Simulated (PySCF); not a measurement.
## From computed data to an observable: chemical shift, span and skew from a shielding tensor

C3H9BO, SMILES OB(CC)C. Atoms are numbered in the order given.

```xyz
14

B      0.0118     0.4071     0.4494
C     -1.2751    -0.2838     1.0584
H     -1.0973    -1.3682     1.1719
H     -2.1293    -0.1954     0.3646
H     -1.5895     0.1105     2.0396
C      0.5470     0.0762    -1.0019
C      0.1793    -1.2955    -1.5787
H      1.6396     0.2350    -1.0287
H      0.1346     0.8727    -1.6557
H     -0.9125    -1.4429    -1.6163
H      0.5928    -2.1150    -0.9670
H      0.5614    -1.4310    -2.6035
O      0.7133     1.3466     1.1465
H      0.3271     1.5446     2.0091
```
Charge 0, spin multiplicity 1.

Geometry: B3LYP-D3(BJ)/def2-SVP. One conformer was computed; it need not be the lowest.

GIAO shieldings from PBE/pcSseg-1 run with PySCF, non-relativistic, no solvent. The symmetric part of the tensor of C2 has the principal values 162.0, 167.8, 188.8 ppm. The same nucleus in TMS has σ = 182.0 ppm at this level (PySCF, at its B3LYP-D3(BJ)/def2-TZVP geometry).

### Question
Work out the isotropic shielding, the ¹³C shift against TMS, the span and the skew.

### Answer

σ(iso) = (σ11 + σ22 + σ33)/3 = 172.9 ppm. δ = σ(ref) − σ(iso) = 182.0 − (172.9) = 9.1 ppm.
Span Ω = σ33 − σ11 = 26.8 ppm. Skew κ = 3(σ(iso) − σ22)/Ω = 0.57. Tumbling in solution averages the tensor to δ; in a static solid the shielding alone would spread this spin-1/2 line over Ω.
